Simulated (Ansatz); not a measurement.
Total energies of BeCl2(NH3)2 (BeN2Cl2H6) from Ansatz at r2SCAN-D4/def2-TZVP, gas phase (1 Eh = 27.2114 eV = 2625.5 kJ/mol). The reference geometry is relaxed at PBE0-D4/def2-SVP.

| state | geometry | energy (Eh) |
| --- | --- | --- |
| charge 0 singlet | reference | -1048.43007 |
| charge 1 doublet | reference | -1048.09253 |
| free Be atom (singlet) | – | -14.64790 |
| free Cl atom (doublet) | – | -460.11688 |
| free N atom (quartet) | – | -54.58101 |
| free H atom (doublet) | – | -0.49993 |

Work out the vertical ionisation energy to the doublet.

E(charge 1 doublet) − E(charge 0 singlet) = -1048.09253 − (-1048.43007) = 0.33754 Eh = 9.18 eV. For comparison, −ε of the highest occupied level is 6.16 eV at this level, 3.02 eV less.

What is the binding energy per atom against free atoms?

Atoms: 1 × (-14.64790) + 2 × (-460.11688) + 2 × (-54.58101) + 6 × (-0.49993) = -1047.04326 Eh. Binding: -1047.04326 − (-1048.43007) = 1.38681 Eh = 37.74 eV, or 3.43 eV for each of 11 atoms (no zero-point energy, no counterpoise term).
